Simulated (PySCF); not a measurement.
HMoO3 (SMILES [O]=[Mo](=[O])[OH]), doublet (typed; the unrestricted solution is spin-contaminated), at a GFN2-xTB geometry (such geometries of metal compounds can be far from the true shape) (the multiplicity is a formal guess) (core potentials on Mo); PySCF with HF/def2-SVP.

The PySCF input:
```python
from pyscf import gto, scf

mol = gto.Mole()
mol.atom = '''
    Mo    0.02084775   -0.02422155    0.01920001
    O     1.54068626   -0.42440763   -0.43828039
    O    -0.52122195   -0.76003726    1.37716982
    O    -0.94358242    1.09628299   -0.86900499
    H    -1.48266043    1.72260035   -1.36547617
'''
mol.basis = 'def2-svp'
mol.ecp = {'Mo': 'def2-svp'}
mol.spin = 1
mol.verbose = 4
mol.build()

mf = scf.UHF(mol)
mf.kernel()
```

It wrote (shortened):

```
PySCF version 2.14.0

[INPUT] verbose = 4
[INPUT] num. atoms = 5
[INPUT] num. electrons = 39
[INPUT] charge = 0
[INPUT] spin (= nelec alpha-beta = 2S) = 1
[INPUT] symmetry False subgroup None
[INPUT] Mole.unit = angstrom
[INPUT] Symbol           X                Y                Z      unit          X                Y                Z       unit  Magmom
[INPUT]  1 Mo     0.020847750000  -0.024221550000   0.019200010000 AA    0.039396537813  -0.045772095812   0.036282760489 Bohr   0.0
[INPUT]  2 O      1.540686260000  -0.424407630000  -0.438280390000 AA    2.911475075280  -0.802014185876  -0.828229902868 Bohr   0.0
[INPUT]  3 O     -0.521221950000  -0.760037260000   1.377169820000 AA   -0.984966735612  -1.436262265865   2.602473786817 Bohr   0.0
[INPUT]  4 O     -0.943582420000   1.096282990000  -0.869004990000 AA   -1.783112349754   2.071674606119  -1.642181431980 Bohr   0.0
[INPUT]  5 H     -1.482660430000   1.722600350000  -1.365476170000 AA   -2.801822148430   3.255242883580  -2.580375990920 Bohr   0.0

nuclear repulsion = 151.383395866965
number of shells = 32
number of NR pGTOs = 136
number of NR cGTOs = 78
basis = def2-svp
ecp = {'Mo': 'def2-svp'}

******** <class 'pyscf.scf.uhf.UHF'> ********
method = UHF
initial guess = minao
damping factor = 0
level_shift factor = 0
DIIS = <class 'pyscf.scf.diis.CDIIS'>
diis_start_cycle = 1
diis_space = 8
diis_damp = 0
SCF conv_tol = 1e-09
SCF conv_tol_grad = None
SCF max_cycles = 50
direct_scf = True
direct_scf_tol = 1e-13
number electrons alpha = 20  beta = 19
Set gradient conv threshold to 3.16228e-05
init E= -284.448409726547

cycle= 1 E= -292.252990400321  delta_E= -7.8  |g|= 0.872  |ddm|= 2.45
cycle= 2 E= -292.142527428292  delta_E= 0.11  |g|= 0.978  |ddm|=  1.2
cycle= 3 E= -292.500086770251  delta_E= -0.358  |g|= 0.151  |ddm|= 0.71
cycle= 4 E= -292.509230948175  delta_E= -0.00914  |g|= 0.0411  |ddm|= 0.161
cycle= 5 E= -292.510211020057  delta_E= -0.00098  |g|= 0.015  |ddm|= 0.047
cycle= 6 E= -292.510557305605  delta_E= -0.000346  |g|= 0.01  |ddm|= 0.0233
cycle= 7 E= -292.510865139354  delta_E= -0.000308  |g|= 0.00849  |ddm|= 0.0234
cycle= 8 E= -292.511344914084  delta_E= -0.00048  |g|= 0.00687  |ddm|= 0.0413
cycle= 9 E= -292.511836280393  delta_E= -0.000491  |g|= 0.00537  |ddm|= 0.0529
cycle= 10 E= -292.512302676844  delta_E= -0.000466  |g|= 0.00347  |ddm|= 0.0772
cycle= 11 E= -292.512431768911  delta_E= -0.000129  |g|= 0.00205  |ddm|= 0.046
cycle= 12 E= -292.512448934968  delta_E= -1.72e-05  |g|= 0.000958  |ddm|= 0.0117
cycle= 13 E= -292.512455379762  delta_E= -6.44e-06  |g|= 0.00091  |ddm|= 0.00944
cycle= 14 E= -292.512457522721  delta_E= -2.14e-06  |g|= 0.000194  |ddm|= 0.00605
cycle= 15 E= -292.512457601096  delta_E= -7.84e-08  |g|= 0.000105  |ddm|= 0.000732
cycle= 16 E= -292.512457617507  delta_E= -1.64e-08  |g|= 4.45e-05  |ddm|= 0.000318
cycle= 17 E= -292.51245762194  delta_E= -4.43e-09  |g|= 2e-05  |ddm|= 0.000176
cycle= 18 E= -292.51245762283  delta_E= -8.89e-10  |g|= 9.71e-06  |ddm|= 6.4e-05
Extra cycle  E= -292.512457622972  delta_E= -1.43e-10  |g|= 6.57e-06  |ddm|= 1.6e-05
converged SCF energy = -292.512457622972  <S^2> = 0.89508502  2S+1 = 2.1401729
```
